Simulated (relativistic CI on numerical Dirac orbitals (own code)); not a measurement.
## Ligand-field terms of d4

Computed with a parametric ligand-field model of a d^n configuration (Racah B and C, spin-orbit zeta, crystal field), exact diagonalisation.

Field parameters in Wybourne normalisation: Oh B⁴₀ = 21Dq, B⁴₄ = √(5/14) B⁴₀; Td as Oh with Dq negative (B⁴₀ = 21Dq, B⁴₄ = √(5/14) B⁴₀). The field is a parameter set, without covalency.

**Question.** Lowest levels for B = 710, C = 3060, ζ = 890 cm⁻¹, Td, 10Dq = -10400 cm⁻¹?

**Answer.** A1 0 (S 1.95), T1 207 (S 1.98), T2 366 (S 1.99), E 971 (S 1.99), T1 1052 (S 1.99), T2 1496 (S 1.99), A1 4502 (S 0.52), T1 7641 (S 1.04), E 7949 (S 1.01) cm⁻¹, with S from ⟨S²⟩ = S(S + 1). The ground level has 2.05 electrons in the cubic e pair.

**Question.** Lowest levels for B = 1000, C = 3540, ζ = 140 cm⁻¹, Oh, 10Dq = 5150 cm⁻¹?

**Answer.** A1 0 (S 2.00), T1 2 (S 2.00), E 5 (S 2.00), T2 7 (S 2.00), A2 9 (S 2.00), T2 5088 (S 2.00), T1 5090 (S 2.00), A1 5091 (S 2.00), T1 5194 (S 2.00) cm⁻¹, with S from ⟨S²⟩ = S(S + 1). The ground level has 1.00 electrons in the cubic e pair.

**Question.** Lowest levels for B = 530, C = 2250, ζ = 2400 cm⁻¹, Oh, 10Dq = 39250 cm⁻¹?

**Answer.** A1 0 (S 0.99), T1 2169 (S 1.01), T2 4127 (S 0.94), E 4210 (S 0.97), T2 10955 (S 0.19), E 11413 (S 0.14), A1 20787 (S 0.13), A2 28797 (S 1.98), T2 28828 (S 1.98) cm⁻¹, with S from ⟨S²⟩ = S(S + 1). The ground level has 0.04 electrons in the cubic e pair.

**Question.** Lowest levels for B = 820, C = 3910, ζ = 750 cm⁻¹, Oh, 10Dq = 8150 cm⁻¹?

**Answer.** A1 0 (S 1.99), T1 60 (S 2.00), E 118 (S 2.00), T2 161 (S 2.00), A2 205 (S 2.00), T2 7962 (S 2.00), T1 7980 (S 2.00), A1 8003 (S 1.99), T1 8518 (S 2.00) cm⁻¹, with S from ⟨S²⟩ = S(S + 1). The ground level has 1.01 electrons in the cubic e pair.

**Question.** Lowest levels for B = 580, C = 2130, ζ = 500 cm⁻¹, Oh, 10Dq = 23600 cm⁻¹?

**Answer.** A1 0 (S 1.00), T1 306 (S 1.00), T2 784 (S 1.00), E 784 (S 1.00), T2 7130 (S 0.02), E 7950 (S 0.01), A2 10685 (S 2.00), T2 10692 (S 2.00), E 10700 (S 2.00) cm⁻¹, with S from ⟨S²⟩ = S(S + 1). The ground level has 0.02 electrons in the cubic e pair.
